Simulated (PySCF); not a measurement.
Computed shifts of a molecule C₄H₉FSi, PBE/pcSseg-1 (PySCF), GIAO, gas phase, atoms alike by connectivity averaged where their shifts nearly agree, in ppm (number of nuclei): ¹³C: 80.3 (1), 24.7 (1), 23.5 (1), 19.6 (1). ¹⁹F: -232.5 (1). ²⁹Si: -72.9 (1). ¹H: 4.35 (3), 1.49 (1), 1.43 (3), 1.40 (1), 0.62 (1). References: ¹³C against TMS (σ = 182.0 ppm); ¹⁹F against CFCl3 (σ = 133.6 ppm); ²⁹Si against TMS (σ = 335.4 ppm); ¹H against TMS (σ = 31.49 ppm), references at their B3LYP-D3(BJ)/def2-TZVP geometries, non-relativistic. Geometry optimised at B3LYP-D3(BJ)/def2-SVP. The values are those of a single conformer.

### Question
Which structure fits?
A) C[Si@@H](F)C1CC1
B) C=C[C@H](F)C[SiH3]
C) C[C@H]1C[C@@]1(F)[SiH3]
D) C/C=C(\F)C[SiH3]

### Answer
C, C[C@H]1C[C@@]1(F)[SiH3]
